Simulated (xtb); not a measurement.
BiH₃O₃, SMILES [OH][Bi]([OH])[OH]. All values are semi-empirical tight-binding results from xtb (GFN2-xTB unless named), good for trends rather than for accurate numbers. Geometry: GFN2-xTB. The values are those of a single conformer.

Optimised geometry:

```xyz
7

Bi     0.0000     0.0000     0.3060
O      1.6622    -0.2830    -0.8529
H      1.4403    -0.7762    -1.6414
O     -1.0762    -1.2980    -0.8529
H     -1.3924    -0.8593    -1.6414
O     -0.5860     1.5810    -0.8529
H     -0.0480     1.6355    -1.6414
```

For metal compounds this method's bond lengths and energies can be far off.

Problem. Estimate the properties. (Estimate from the structure and the level; the computed values follow.)

Solution. 
| Property | Value |
|---|---|
| point group as xtb finds it | C3 |
| orbital gap | 7.34 eV |
| zero-point energy | 23.3 kcal/mol |
| G − E(el) at 298.15 K (modified RRHO) | 4.0 kcal/mol |

Computed atomic charges and the Wiberg bond orders between heavy atoms:
charges (e) Bi1 0.97, O2 -0.63, H3 0.30, O4 -0.63, H5 0.30, O6 -0.63, H7 0.30. Bond orders Bi1–O2 0.87, Bi1–O4 0.87, Bi1–O6 0.87.
